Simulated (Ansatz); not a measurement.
Ansatz (a quantum-chemistry and plane-wave program) input (MP2/6-31G*):

Ansatz 0.2 input:
```yaml
crystal:
  periodic: [false, false, false]
  atoms:
    - {symbol: Ge, position_ang: [-0.00000000, -0.00000000, -0.00000000]}
    - {symbol: H, position_ang: [0.01334400, -0.02292400, 1.72509300]}
    - {symbol: H, position_ang: [-0.01334400, 0.02292400, -1.72509300]}
    - {symbol: H, position_ang: [1.59004200, 0.02108800, -0.01201900]}
    - {symbol: H, position_ang: [-0.81314400, 1.36639000, 0.02444800]}
    - {symbol: H, position_ang: [-0.77689800, -1.38747900, -0.01242800]}
basis:
  gaussian:
    orbitals: 6-31G*
magnetization: {spin_polarized: true, initial_magnetization: 1}
correlation: {method: mp2, electrons: outside_noble_gas}
```

Output:

```
Functional definition: HF
integrals: 0.01 GiB planned
470 factors; integrals over basis functions are off by at most 4.9e-4 eV
mean field: 0.10 GiB planned
mean field evaluation 1: about -56539.7912 eV, gradient 7.3e0 eV
mean field evaluation 2: about -56539.7932 eV, gradient 7.3e0 eV
mean field evaluation 4: about -56540.4997 eV, gradient 2.0e0 eV
mean field evaluation 8: about -56540.5510 eV, gradient 1.2e-4 eV
mean field -56540.55089619 eV, -2077.8269208731 hartree, gradient 3.3e-6 eV, S^2 0.823969; 0 other end points of the search recorded, 0 dependent functions left out
14 core orbitals not correlated
reference -56540.55089619 eV, -2077.8269208731 hartree; 5, 4 occupied and 26, 27 virtual orbitals, 470 factors
second order -2.60770980 eV of doubles, -0.00000000 eV of singles
Total energy: -56543.15860599 eV, -2077.9227524407 hartree
```

The geometry given is a B3LYP-D3(BJ)/def2-TZVP minimum of the species of charge -1 and multiplicity 1, not of this state.
